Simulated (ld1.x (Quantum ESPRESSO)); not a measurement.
Values are calculated unless marked as measured or tabulated.
# Potentials for sulfur (S) compared

Generated with ld1.x 7.5 (TM, RRKJ, ultrasoft, PAW), atompaw 4.2 or ONCVPSP 4.0.1. The cutoff is in Ry: for ld1.x and atompaw files where the sum of valence levels is converged to 10 mRy in a Bessel basis, for ONCV files where the hardest occupied wave has 1 mHa per electron of residual kinetic energy. The error is the largest all-electron minus pseudo excitation energy over each file’s own four to seven test configurations (ionisations up to +4, promotions, holes and added fractions of an electron), all of which were solved. The labels leave out finer settings (local radius, basis sizes, second energies), which also bear on the numbers. Spin-polarised tests are not counted. The rows are a selection from randomly drawn settings: files with unsolved tests, undetermined cutoffs or missed reference levels are left out.

| potential | cutoff (Ry) | largest error (meV) | bound ghosts |
| --- | --- | --- | --- |
| TM, PBE, non-relativistic, rc 1.78/1.45/1.10 (spd), local s, core correction yes, reference 3s2 3p3 | 30 | +79 | none |
| TM semilocal, PBE, scalar-relativistic, rc 1.55/1.45/1.20 (spd), local p, core correction yes, reference 3s2 3p4 | 40 | +218 | none |
| RRKJ, BLYP, scalar-relativistic, rc 1.25/1.40 (sp), local smoothed, core correction no, reference 3s1.5 3p4.5 | 30 | +33 | none |
| TM, PBE, scalar-relativistic, rc 1.25/1.75 (sp), local s, core correction yes, reference 3s1 3p5 | 30 | +178 | none |
| TM, PW91, fully relativistic, rc 1.30/1.55/1.55 (spd), local s, core correction yes, reference 3s2 3p4 | 40 | +195 | none |

(1) Fill in the row for S: PAW, PW91, scalar-relativistic, rc 1.30/1.65 (sp), local smoothed, core correction yes, reference 3s2 3p3.5.

## Answers

(1) cutoff 21 Ry, largest error -99 meV, bound ghosts: none.
